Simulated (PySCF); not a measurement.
Ionisation energy of Xe²⁶⁺ by level of theory

Xe²⁶⁺ [Ar] 3d10 → Xe²⁷⁺ [Ar] 3d9 [3d3/2^4 3d5/2^5, M_J = 5/2], as a difference of total energies. Calculation: PySCF 2.14, in an uncontracted even-tempered set (17 s from 3.7 bohr⁻², ratio 2.8; 13 p from 4.8 bohr⁻², ratio 2.8; 8 d from 4.8 bohr⁻², ratio 2.8; 3 f from 22 bohr⁻², ratio 3); the two-component X2C-1e Hamiltonian. Correlated levels: [Ne] frozen; the 82 highest virtual spinors dropped. "Screened" scales the spin-orbit matrix elements by Boettger's factors to mimic the two-electron term; Breit and QED terms are absent.

Problem. Order these methods by the ionisation energy they give, lowest first.
A. GHF (screened spin-orbit)
B. GHF (spin-free)
C. GMP2 (spin-free)
D. GMP2 (screened spin-orbit)

Solution. A (1494.6 eV), D (1496.0 eV), B (1500.3 eV), C (1501.7 eV).

Breit and QED terms and the two-electron picture change are absent.

The spin-free rows lack the spin-orbit shift.

For comparison: 1493 ± 4 eV (theoretical estimate listed by NIST; NIST Atomic Spectra Database, ionization energies).
